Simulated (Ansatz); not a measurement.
Cd₇S₇, a nanocrystal cut from zinc blende CdS (bare). Total charge 0; singlet. Geometry PBE-D4/def2-SVP.

```xyz
14

Cd   -0.9859    0.6231   -3.4398
Cd   -1.4777    1.6358    2.8604
Cd   -2.6276    0.6920   -0.2929
Cd    1.0532    1.7639    0.9014
Cd    1.5759   -2.1844    0.4634
Cd    1.7355   -1.2149   -2.9488
Cd    1.2816   -0.2741    3.3616
S    -3.2023    0.7579   -2.6136
S     1.1303    0.4738   -4.5019
S    -3.5212    1.0170    1.9832
S     0.8868    2.1768    3.3881
S     2.4239   -3.0391   -1.6025
S     1.5854   -2.5168    2.9077
S     0.1422    0.0888   -0.4662
```

In the def2 sets Cd takes a core potential; there is no spin–orbit coupling. LC-ωPBE has ω = 0.4 bohr⁻¹. HSE06 is defined as in plane-wave codes, on full-range PBE exchange. Single mean-field runs in def2-TZVP are fitted with def2-universal-jkfit.

(1) Estimate the orbital energies around the gap (eV) in Ansatz with PBE-D4/def2-SVP, PBE-D4/def2-TZVP, PBE0-D4/def2-SVP, HSE06-D4/def2-TZVP, LC-ωPBE/def2-TZVP.

## Answers

(1) 
```
orbital  PBE-D4/def2-SVP  PBE-D4/def2-TZVP  PBE0-D4/def2-SVP  HSE06-D4/def2-TZVP  LC-ωPBE/def2-TZVP
HOMO−13            -7.96             -7.93             -9.06               -8.61             -11.55
HOMO−12            -7.70             -7.69             -8.72               -8.30             -11.20
HOMO−11            -7.51             -7.50             -8.55               -8.13             -11.01
HOMO−10            -7.10             -7.09             -8.14               -7.72             -10.59
 HOMO−9            -7.04             -7.01             -8.06               -7.64             -10.53
 HOMO−8            -6.60             -6.58             -7.56               -7.16             -10.10
 HOMO−7            -6.55             -6.55             -7.52               -7.13             -10.05
 HOMO−6            -6.43             -6.45             -7.49               -7.09              -9.89
 HOMO−5            -6.31             -6.31             -7.40               -6.99              -9.79
 HOMO−4            -6.29             -6.30             -7.29               -6.93              -9.73
 HOMO−3            -6.10             -6.10             -7.03               -6.65              -9.33
 HOMO−2            -5.66             -5.70             -6.67               -6.32              -9.23
 HOMO−1            -5.52             -5.55             -6.52               -6.16              -9.04
   HOMO            -5.25             -5.31             -6.27               -5.94              -8.80
   LUMO            -4.71             -4.68             -4.18               -4.47              -2.29
 LUMO+1            -3.70             -3.69             -3.04               -3.36              -1.07
 LUMO+2            -3.22             -3.25             -2.69               -3.04              -1.02
 LUMO+3            -3.01             -3.05             -2.31               -2.68              -0.40
 LUMO+4            -2.60             -2.70             -2.06               -2.47              -0.38
 LUMO+5            -2.57             -2.67             -2.02               -2.45              -0.32
```
